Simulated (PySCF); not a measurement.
Isomers of C5H10N2O2Si, mass 158.051 u with the commonest isotopes. Computed with PBE0/pcSseg-1 in PySCF (dipole) on a GFN2-xTB geometry, gas phase. One conformer each, none proved a minimum here; rigid rotors.

Question: Order these by dipole moment, largest first.
A. `[CH3:1][O:2][Si@@H:3]([OH:4])[n:5]1[cH:6][cH:7][c:8]([NH2:9])[cH:10]1` with C1–O2–Si3–O4 -174°, O2–Si3–O4–H -8°, O2–Si3–N5–C6 145°
B. `[CH3:1]/[N:2]=[CH:3]/[C@@H:4]1[CH2:5][Si@H:6]([C:7]([NH2:8])=[O:9])[O:10]1` with N2–C3–C4–C5 78°, C5–Si6–C7–N8 -55°, Si6–C7–N8–H -177° and -1°
C. `[CH2:1]=[C:2]([SiH2:3][NH2:4])[C:5](=[O:6])[CH2:7][C:8]([NH2:9])=[O:10]` with C1–C2–Si3–N4 -156°, C2–Si3–N4–H 175° and -49°, C1–C2–C5–O6 -139°, C2–C5–C7–C8 -106°, C5–C7–C8–N9 -63°

Answer: B (5.73 D), C (2.24 D), A (1.50 D).

Question: Order these by rotational constant A, largest first.
A. `[CH2:1]=[C:2]([SiH2:3][NH2:4])[C:5](=[O:6])[CH2:7][C:8]([NH2:9])=[O:10]` with C1–C2–Si3–N4 -156°, C2–Si3–N4–H 175° and -49°, C1–C2–C5–O6 -139°, C2–C5–C7–C8 -106°, C5–C7–C8–N9 -63°
B. `[CH3:1][O:2][Si@@H:3]([OH:4])[n:5]1[cH:6][cH:7][c:8]([NH2:9])[cH:10]1` with C1–O2–Si3–O4 -174°, O2–Si3–O4–H -8°, O2–Si3–N5–C6 145°
C. `[CH3:1]/[N:2]=[CH:3]/[C@@H:4]1[CH2:5][Si@H:6]([C:7]([NH2:8])=[O:9])[O:10]1` with N2–C3–C4–C5 78°, C5–Si6–C7–N8 -55°, Si6–C7–N8–H -177° and -1°

Answer: A (2388 MHz), B (2011 MHz), C (1647 MHz).

Question: Order these by rotational constant C, largest first.
A. `[CH2:1]=[C:2]([SiH2:3][NH2:4])[C:5](=[O:6])[CH2:7][C:8]([NH2:9])=[O:10]` with C1–C2–Si3–N4 -156°, C2–Si3–N4–H 175° and -49°, C1–C2–C5–O6 -139°, C2–C5–C7–C8 -106°, C5–C7–C8–N9 -63°
B. `[CH3:1][O:2][Si@@H:3]([OH:4])[n:5]1[cH:6][cH:7][c:8]([NH2:9])[cH:10]1` with C1–O2–Si3–O4 -174°, O2–Si3–O4–H -8°, O2–Si3–N5–C6 145°
C. `[CH3:1]/[N:2]=[CH:3]/[C@@H:4]1[CH2:5][Si@H:6]([C:7]([NH2:8])=[O:9])[O:10]1` with N2–C3–C4–C5 78°, C5–Si6–C7–N8 -55°, Si6–C7–N8–H -177° and -1°

Answer: C (661.0 MHz), B (623.4 MHz), A (545.5 MHz).

```json
{"SMILES": "C/N=C/[C@@H]1C[Si@H](C(N)=O)O1", "point group": "C1", "Ia (u·Å²)": "306.85", "Ib (u·Å²)": "545.91", "Ic (u·Å²)": "764.56", "κ": "-0.46", "μa (D)": "5.50", "μb (D)": "0.57", "μc (D)": "1.53"}
{"SMILES": "CO[Si@@H](O)n1ccc(N)c1", "point group": "C1", "Ia (u·Å²)": "251.28", "Ib (u·Å²)": "701.02", "Ic (u·Å²)": "810.73", "κ": "-0.86", "μa (D)": "0.56", "μb (D)": "1.24", "μc (D)": "0.63"}
{"SMILES": "C=C([SiH2]N)C(=O)CC(N)=O", "point group": "C1", "Ia (u·Å²)": "211.59", "Ib (u·Å²)": "794.88", "Ic (u·Å²)": "926.40", "κ": "-0.90", "μa (D)": "1.73", "μb (D)": "1.40", "μc (D)": "0.16"}
```
